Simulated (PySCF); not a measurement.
## Relaxation of triplet [RhS2]-

Level of theory: PySCF, UPBE0, basis Rh def2-SVPD with ECP28, S def2-SVPD (scalar-relativistic core potentials, no spin–orbit coupling, density fitting). A (50,194) grid was used.

A start displaced from a saddle point along its imaginary mode, of C2v symmetry, held to at least that symmetry:

Coordinates in bohr (charge -1 multiplicity 3):
```
Rh    0.2076    0.2076    0.0000
S    -0.3341   -0.3341    4.0594
S    -0.3341   -0.3341   -4.0594
```

Optimiser trace:
| step | E − E(last) (kJ/mol) | largest gradient (Eh/bohr) |
| --- | --- | --- |
| 0 | 20.66 | 0.01742 |
| 1 | 15.88 | 0.00457 |
| 2 | 14.04 | 0.00412 |
| 3 | 7.67 | 0.00514 |
| 4 | 1.91 | 0.01007 |
| 5 | 0.83 | 0.00586 |
| 6 | 0.07 | 0.00117 |
| 7 | 0.03 | 0.00096 |
| 8 | 0.00 | 0.00010 |
| 9 | 0.00 | 0.00001 |

It ends at C2v with Rh–S 2.105 Å (×2); S–Rh–S 121.5° (after a last refinement on a finer grid). A frequency run shows a minimum. Other isomers or separated fragments may lie lower.

Final geometry:
```xyz
3
charge -1 multiplicity 3, angstrom
Rh    0.2811    0.2811    0.0000
S    -0.4461   -0.4461    1.8363
S    -0.4461   -0.4461   -1.8363
```

Open d and f shells are described by one determinant, and the ground state may have another occupation or spin.
